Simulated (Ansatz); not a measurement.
C2H2BCl2F3O, SMILES `FC(F)(F)COB(Cl)Cl`. Charge 0, multiplicity 1.

```xyz
11

F     1.7768    1.7275    0.7543
C     1.2158    0.8451   -0.0789
F     0.5176    1.5231   -0.9928
F     2.1917    0.1974   -0.7132
C     0.3291   -0.0946    0.7126
O    -0.2661   -1.0257   -0.1506
B    -1.5468   -1.0020   -0.5524
Cl   -2.0611   -2.2266   -1.6829
Cl   -2.7041    0.1829    0.0305
H    -0.4089    0.5055    1.2486
H     0.9561   -0.6327    1.4248
```

Question: List the harmonic frequencies (cm⁻¹, unscaled) at PBE0-D4/def2-TZVP in Ansatz. (Estimate.)

Answer: The calculation gave: 33, 51, 65, 196, 237, 245, 336, 369, 462, 523, 534, 547, 576, 682, 859, 968, 1013, 1086, 1206, 1208, 1285, 1327, 1407, 1441, 1488, 3091, 3152.

Question: Is this a minimum?

Answer: Yes, all 27 modes are real.

Question: Give the ideal-gas thermochemistry at 298.15 K and 1 bar (rigid rotor, harmonic oscillator; point group C1, symmetry number 1).

Answer: Zero-point energy 145.9 kJ/mol; H(298) − E = 172.0 kJ/mol; entropy 413.5 J/(mol·K), of which translation 173.7, rotation 127.9, vibration 111.9; G(298) − E = 48.7 kJ/mol. Modes under 100 cm⁻¹ are hindered rotations or soft bends, so the harmonic entropy is rough.

Question: Rotational constants (cm⁻¹)?

Answer: 0.06579, 0.02084, 0.01777.
